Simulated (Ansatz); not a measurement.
`O[Si](F)([SiH3])I` + H₂ → `F[SiH]([SiH3])I` + H₂O at 400 K and 1 bar (hydrogenolysis of the Si–O bond).

Isolated molecules relaxed with PBE0-D4/def2-TZVP in Ansatz; ΔE leaves out vibrations. CBS: MP2 limit from def2 TZ/QZ plus the TZ coupled-cluster correction, frozen cores. This one scheme is used for every species. Elements past krypton have def2 core potentials. For I outer-core shells are correlated without core-valence functions, which leaves a few kJ/mol of doubt a bond. Each species was taken in one conformer, which may not be the lowest.

```json
{"species": "`O[Si](F)([SiH3])I`", "CCSD(T)/CBS energy (Eh)": "-1053.12978", "H − E (kJ/mol)": "152.2", "S (J/(mol·K))": "430.4"}
{"species": "H₂", "CCSD(T)/CBS energy (Eh)": "-1.17544", "H − E (kJ/mol)": "38.0", "S (J/(mol·K))": "139.0"}
{"species": "`F[SiH]([SiH3])I`", "CCSD(T)/CBS energy (Eh)": "-977.89058", "H − E (kJ/mol)": "130.4", "S (J/(mol·K))": "396.0"}
{"species": "H₂O", "CCSD(T)/CBS energy (Eh)": "-76.37941", "H − E (kJ/mol)": "69.8", "S (J/(mol·K))": "198.6"}
```

H − E and S are ideal-gas, rigid-rotor, harmonic terms from PBE0-D4/def2-TZVP, for one conformer and one mirror image of each species. For small species the MP2-based limit differs from directly extrapolated CCSD(T) by up to some mEh (0.8 for H₂); such offsets cancel only in part. 1 Eh = 2625.50 kJ/mol, R = 8.31446 J/(mol·K).

Task: By hand: ΔE, ΔH, ΔS and ΔG.

Result: ΔE = (-977.89058) + (-76.37941) − (-1053.12978) − (-1.17544) = 0.03523 Eh = 92.5 kJ/mol. Δ(H − E) = 130.4 + 69.8 − 152.2 − 38.0 = 10.0, so ΔH = 102.5 kJ/mol. ΔS = 396.0 + 198.6 − 430.4 − 139.0 = 25.2 J/(mol·K). ΔG = 102.5 − 400 × (25.2)/1000 = 92.4 kJ/mol.

Task: By hand: the equilibrium constant, and the temperature at which ΔG would vanish if ΔH and ΔS stayed fixed.

Result: log₁₀ K = −ΔG/(RT ln 10) = -12.1. ΔG = 0 at ΔH/ΔS = 4067 K, far beyond where these terms or the molecules hold.

ΔH outweighs TΔS. A doubt of 5 kJ/mol in ΔE shifts log₁₀ K by 0.7 here. Other conformers and mirror images would add mixing entropy, several J/(mol·K) or more a flexible species. These are equilibria of isolated gas molecules and say nothing of rates. Largest T1 diagnostic: 0.011 (customary marks: 0.02 for closed shells, 0.045 for open ones).
